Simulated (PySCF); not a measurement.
# V (vanadium, neutral) across methods

[Ar] 3d3 4s1 4p1, one real determinant (an excited configuration). All numbers are calculated (PySCF 2.14, scalar relativity by spin-free X2C-1e, in x2c-QZVPPall (11s7p5d3f2g, 96 functions)).

| method | E (hartree) | mean ε 3d α (eV) | mean ε 4s α (eV) | mean ε 4p α (eV) | Σ⟨r²⟩ (bohr²) | ⟨S²⟩ |
| --- | --- | --- | --- | --- | --- | --- |
| PBE | -948.890 | -7.475 | -5.945 | -2.474 | 51.23 | 8.750 |
| UHF | -948.12070 | -14.769 | -8.793 | -4.890 | 51.75 | 8.752 |
| CAM-B3LYP | -949.168 | -10.611 | -7.846 | -3.931 | 50.81 | 8.751 |
| r2SCAN | -949.097 | -7.625 | -6.034 | -2.494 | 50.40 | 8.751 |
| wB97X-V | -948.993 | -11.375 | -8.698 | -4.735 | 50.74 | 8.751 |
| LDA | -946.906 | -7.513 | -6.120 | -2.485 | 51.01 | 8.750 |
| PBE0 | -948.922 | -9.215 | -6.697 | -3.088 | 50.85 | 8.751 |

(1) Estimate the same row for HSE06.

⟨L²⟩ = 14.00 against 20 for a pure G term, so this real determinant mixes terms.

Results:

(1) E (hartree) = -948.944; mean ε 3d α (eV) = -8.891; mean ε 4s α (eV) = -6.352; mean ε 4p α (eV) = -2.738; Σ⟨r²⟩ (bohr²) = 51.02; ⟨S²⟩ = 8.751.
